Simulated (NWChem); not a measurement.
System: PH, triplet; SMILES [PH]

```xyz
2

P      0.0000     0.0000    -0.1066
H      0.0000     0.0000     1.3306
```
Atoms are numbered in this order, from 1.

Results from NWChem. Pople sets run with spherical d functions. Spin-unrestricted. The geometry was optimised at PBE0/def2-SVP, spin-unrestricted. No stability test was run on the SCF state. Solvent water, SMD (1 M gas to 1 M solution), gas-phase geometry. Reactions with the solvent are ignored.

Task: Taking PBE0/6-311++G** as the yardstick, which of these has the fewest basis functions while keeping “dipole in solution (D)” within 0.2 D of it: PBE0/6-311G**; PBE0/3-21G; PBE0/6-31+G*; PBE0/6-31G*; PBE0/STO-3G?

Result: PBE0/6-31G*.
```tsv
level	basis functions	dipole in solution (D)
PBE0/STO-3G	10	0.32
PBE0/3-21G	15	1.21
PBE0/6-31G*	20	0.99
PBE0/6-31+G*	24	0.98
PBE0/6-311G**	32	0.92
PBE0/6-311++G**	37	0.96
```

The yardstick is one finite set, not the basis-set limit.
